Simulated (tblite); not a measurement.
Compound: C8H9 (doublet state).
Atom-mapped SMILES: `[CH2:1]=[C:2][CH2:3]/[CH:4]=[CH:5]\[C:6]#[C:7][CH3:8]` (hydrogens: H9, H10 on C1; H11, H12 on C3; H13 on C4; H14 on C5; H15, H16, H17 on C8)
Bond orders are those of one Lewis drawing.

Computed with GFN2-xTB (tblite), gas phase: L-BFGS steps from a force-field or distance-geometry start until the largest atomic force falls under 0.01 eV/Å.

Step 21: E = -585.1910 eV
```
atom  x, y, z in Å  |  force x, y, z in eV/Å
C1     -2.6813    1.4523   -0.1407   -0.015  -0.042  -0.067
C2     -2.1284    0.5135   -0.8367    0.002   0.005   0.007
C3     -1.3044   -0.6878   -0.7624    0.010  -0.084   0.023
C4     -1.1599   -1.0646    0.6847    0.002   0.048   0.035
C5     -0.0258   -0.9261    1.3777    0.004  -0.003   0.000
C6      1.1751   -0.4892    0.7811   -0.106   0.014   0.022
C7      2.1419   -0.0825    0.1903   -0.010  -0.003  -0.006
C8      3.2877    0.4119   -0.5361   -0.005   0.008   0.015
H9     -3.2510    2.2332   -0.6201   -0.044   0.088  -0.014
H10    -2.6342    1.5428    0.9443    0.013  -0.010   0.054
H11    -0.3241   -0.4766   -1.2002   -0.026  -0.053   0.021
H12    -1.7725   -1.5066   -1.3195   -0.029   0.048  -0.026
H13    -2.0698   -1.3777    1.1792    0.051  -0.020  -0.013
H14     0.0039   -1.1579    2.4364    0.058   0.001  -0.057
H15     3.1336    1.4616   -0.7859    0.024   0.034   0.000
H16     3.4087   -0.1509   -1.4609    0.024  -0.028  -0.029
H17     4.1934    0.3167    0.0590    0.048  -0.004   0.036
```

Step 22: E = -585.1923 eV
```
atom  x, y, z in Å  |  force x, y, z in eV/Å
C1     -2.6811    1.4540   -0.1404   -0.046  -0.021  -0.042
C2     -2.1299    0.5127   -0.8338    0.027   0.013   0.017
C3     -1.3072   -0.6905   -0.7605   -0.011  -0.047  -0.021
C4     -1.1599   -1.0675    0.6841   -0.007   0.039   0.023
C5     -0.0252   -0.9255    1.3744   -0.004   0.012   0.017
C6      1.1744   -0.4836    0.7804   -0.069   0.015  -0.011
C7      2.1452   -0.0813    0.1927   -0.020  -0.011  -0.010
C8      3.2915    0.4117   -0.5345    0.005   0.013   0.004
H9     -3.2514    2.2345   -0.6215   -0.027   0.071  -0.014
H10    -2.6402    1.5481    0.9457    0.025  -0.024   0.025
H11    -0.3267   -0.4836   -1.1991   -0.023  -0.039   0.002
H12    -1.7819   -1.5039   -1.3183   -0.024   0.014  -0.033
H13    -2.0681   -1.3861    1.1767    0.039  -0.022   0.017
H14     0.0033   -1.1554    2.4322    0.071  -0.014  -0.007
H15     3.1373    1.4609   -0.7862    0.025   0.040   0.010
H16     3.4138   -0.1496   -1.4605    0.010  -0.038  -0.015
H17     4.1990    0.3169    0.0587    0.030  -0.001   0.039
```

Problem. Estimate the geometry and energy of step 23. (The exact step hangs on the optimiser's Hessian estimate; all steps are aligned on step 22, rigid shifts and turns removed.)

Solution. E = -585.1932 eV, largest force 0.082 eV/Å
```
atom  x, y, z in Å  |  force x, y, z in eV/Å
C1     -2.6819    1.4548   -0.1409   -0.060   0.004  -0.009
C2     -2.1299    0.5125   -0.8321    0.032   0.017   0.016
C3     -1.3091   -0.6929   -0.7593   -0.028   0.000  -0.040
C4     -1.1603   -1.0683    0.6843   -0.015   0.018   0.007
C5     -0.0251   -0.9248    1.3726   -0.009   0.023   0.022
C6      1.1728   -0.4796    0.7795   -0.019   0.023  -0.042
C7      2.1466   -0.0807    0.1938   -0.019  -0.009  -0.016
C8      3.2939    0.4118   -0.5334    0.013   0.010  -0.003
H9     -3.2524    2.2367   -0.6223   -0.003   0.039  -0.006
H10    -2.6430    1.5504    0.9466    0.025  -0.030  -0.013
H11    -0.3285   -0.4888   -1.1975   -0.012  -0.031  -0.016
H12    -1.7881   -1.5021   -1.3181   -0.023  -0.012  -0.033
H13    -2.0665   -1.3916    1.1754    0.018  -0.026   0.041
H14     0.0044   -1.1545    2.4292    0.072  -0.023   0.033
H15     3.1400    1.4612   -0.7863    0.027   0.028   0.019
H16     3.4172   -0.1492   -1.4605   -0.001  -0.032   0.010
H17     4.2028    0.3169    0.0591    0.002   0.001   0.031
```

The energy changes by -0.0009 eV. The first-order estimate −F·Δx gives -0.0013 eV and the mean of the old and new forces, exact on a quadratic surface, -0.0009 eV. The step makes an angle of 66° with the force vector and moves no atom by more than 0.006 Å.

What follows is the cost of the whole relaxation. Time: 0.38 s of wall time. Hardware: an Arm Neoverse V1 with one thread (shared host).
